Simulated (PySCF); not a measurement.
# Spin-rotation constants: `[H]/N=C(\CF)[C@@H](C)OC=O`, C5H8FNO2

Geometry:
```tsv
atom	x (Å)	y (Å)	z (Å)
C1	1.087	1.783	-0.044
C2	0.362	0.484	-0.361
O3	1.282	-0.609	-0.186
C4	1.304	-1.555	-1.105
O5	0.588	-1.646	-2.058
C6	-0.873	0.298	0.498
N7	-1.446	1.309	0.965
C8	-1.324	-1.137	0.662
F9	-2.522	-1.188	1.326
H10	0.372	2.598	-0.081
H11	1.507	1.729	0.956
H12	1.885	1.954	-0.760
H13	0.028	0.472	-1.410
H14	2.102	-2.273	-0.854
H15	-2.292	1.116	1.497
H16	-1.467	-1.618	-0.312
H17	-0.600	-1.705	1.258
```

Method: PySCF 2.14.0, GIAO BHandHLYP/pcSseg-1 magnetisability, rotational g tensor and spin-rotation constants, non-relativistic, gas phase. Geometry: GFN2-xTB.

(1) Give the nuclear spin-rotation constants along the inertial axes (H = +C I·J) beside the isotropic shieldings.

Results:

(1) Rotational constants 2.0715, 1.2837, 0.8739 GHz. A star marks the isotopologue with that one atom substituted, in its own axes.
```
atom  isotope  Caa (kHz)  Cbb (kHz)  Ccc (kHz)  mean (kHz)  σ (ppm)
  N7      14N      0.685      0.220      0.022       0.309    -73.5
  F9      19F      0.752     -0.086      0.016       0.227    453.8
 H10       1H     -0.138     -0.062     -0.054      -0.085     29.3
 H11       1H     -0.228     -0.121      0.006      -0.115     30.5
 H12       1H      0.023     -0.123     -0.102      -0.068     30.7
 H13       1H     -0.146     -0.126      0.038      -0.078     25.9
 H14       1H     -0.059     -0.080     -0.003      -0.047     23.7
 H15       1H      0.365     -0.123     -0.104       0.046     20.5
 H16       1H     -0.174     -0.026     -0.032      -0.077     26.7
 H17       1H     -0.216     -0.106      0.039      -0.094     26.8
  C1     13C*      0.299      0.177      0.128       0.201    167.5
  C2     13C*      0.451      0.284      0.203       0.312    114.0
  O3     17O*     -0.379     -0.194     -0.303      -0.292    119.8
  C4     13C*      0.785      0.521      0.281       0.529     16.3
  O5     17O*     -0.572     -0.552     -0.466      -0.530   -109.6
  C6     13C*      1.052      0.582      0.182       0.606      5.6
  C8     13C*      0.381      0.349      0.231       0.320    102.7
```
For the geometry as given, no vibrational averaging.
